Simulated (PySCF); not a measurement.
# How methods differ on the excitation energy of Br

Br [Ar] 3d10 4s2 4p5 (2P) → Br [Ar] 3d10 4s2 4p4 5s1 (4P), as a difference of total energies. Computed with PySCF 2.14 in aug-cc-pwCVTZ-PP with ECP10MDF (8s7p6d4f1g, 96 functions), with scalar relativity through the core potential. Correlated levels: valence: 3s2 3p6 3d10 frozen. The calculations carry no spin-orbit coupling.

```tsv
method	excitation energy (eV)	error (eV)
UHF	7.374	-0.471
MP2 (valence)	7.875	+0.030
SCS-MP2 (valence)	7.988	+0.143
CCSD (valence)	7.866	+0.021
CCSD(T) (valence)	7.877	+0.032
```

Reference: 7.845 eV (measured; NIST levels, between the centres of gravity of the two terms).

Errors of the correlated levels include the incompleteness of this basis and the frozen core.
